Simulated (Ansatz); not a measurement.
Reaction (formal exchange of groups at a C–F bond): `[CH3][SnH2][CH2]F` + BH₃ → `B[CH2][SnH2][CH3]` + H–F

Computed with Ansatz on PBE0-D4/def2-TZVP structures; ΔE is electronic, products minus reactants. CCSD(T)/CBS adds triple-zeta CCSD(T) − MP2 to the extrapolated MP2 energy (def2 sets, frozen cores). This one scheme is used for every species. DFT in def2-TZVPP. B3LYP here is the variant with VWN-RPA as its local correlation; programs differ in this. Elements past krypton have def2 core potentials. For Sn outer-core shells are correlated without core-valence functions, which leaves a few kJ/mol of doubt a bond. Each species was taken in one conformer, which may not be the lowest.

| level | ΔE (kJ/mol) |
| --- | --- |
| ωB97X-V | -141.8 |
| ωB97M-V | -151.9 |
| r2SCAN | -155.6 |
| B3LYP | -137.7 |
| HF/def2-TZVPP | -119.1 |
| MP2/def2-TZVPP | -174.3 |
| MP2/def2-QZVPP | -177.9 |
| MP2/CBS(def2) | -180.3 |

**Question.** What does CCSD(T)/CBS give? (Best estimate.)

**Answer.** The calculation gave: -165.4 kJ/mol. The listed levels differ from it by 23.6, 13.5, 9.8, 27.7, 46.3, -8.9, -12.5, -14.9 kJ/mol.

Largest T1 diagnostic among the species: 0.012.

The D4 term adds −7.4 kJ/mol with B3LYP and −4.0 kJ/mol with PBE0; it sums over pairs of atoms, weighted by their polarisabilities, and B3LYP, whose exchange is more repulsive, gets the larger term. In def2-TZVPP, CCSD(T) changes the Hartree–Fock value by −40.3 kJ/mol (the triples alone add −5.2 kJ/mol) and MP2 by −55.2 kJ/mol.
